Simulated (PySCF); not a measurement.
## Electron correlation in Si (silicon, neutral)

[Ne] 3s1 3p2 3d1, one real determinant (an excited configuration). Calculation: PySCF 2.14, in aug-cc-pCVTZ-DK (8s7p5d3f, 75 functions); scalar relativity by spin-free X2C-1e. Frozen: 1s2; 12 electrons correlated.

```tsv
level	correlation energy (mhartree)
CCSD	-316.59
(T)	-6.09
CCSD(T)	-322.68
```

Diagnostics: T1 = 0.017, D1 = 0.0812, largest double amplitude 0.269.

Question: Is a single reference adequate?

Answer: Not fully. The real determinant used has ⟨L²⟩ near 8 against 12 for a pure F term, so it mixes terms. The outer electron is Rydberg-like, and this basis confines it to a smaller radius and binds it less than a complete one would. A double-excitation amplitude exceeds 0.15, a sign of near-degeneracy.

The reference is one real determinant that mixes LS terms of this configuration.
